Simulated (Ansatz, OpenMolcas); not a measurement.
# Exact exchange and the vertical ionisation energy of VOF3

VOF3 has 5 atoms, charge 0, and is taken as a singlet. SMILES: `[O]=[V]([F])([F])[F]`. Geometry: relaxed at PBE0-D4/def2-TZVP.

The vertical ionisation energy (to the doublet cation) y, in eV, basis def2-SVP; a is the functional's share of exact exchange. Programs: Ansatz 0.2.0, OpenMolcas 26.06.

| functional | program | a | y (eV) |
| --- | --- | --- | --- |
| r2SCAN | Ansatz | 0 | 13.58 |
| TPSS | OpenMolcas | 0 | 13.27 |
| B3LYP | Ansatz | 0.2 | ? |
| PBE0 | Ansatz | 0.25 | 13.87 |
| BHLYP | Ansatz | 0.5 | 14.11 |

Q: Fit y = c + s·a to the known rows and predict B3LYP.

A: 
1. Means of the 4 rows: a = 0.1875, y = 13.707.
2. Σ(Δa)² = 0.17188, Σ(Δa·Δy) = 0.24187, so the slope is 0.24187/0.17188 = 1.4072.
3. Intercept: 13.707 − (1.4072) × 0.1875 = 13.443. The largest residual of the fit is 0.17.
4. B3LYP: 13.443 + (1.4072) × 0.2 = 13.72 eV.

The run gave 13.80 eV, so the prediction is off by -0.08 eV, within the scatter of the fit. The rows mix families of semi-local functionals, which the line can't see.
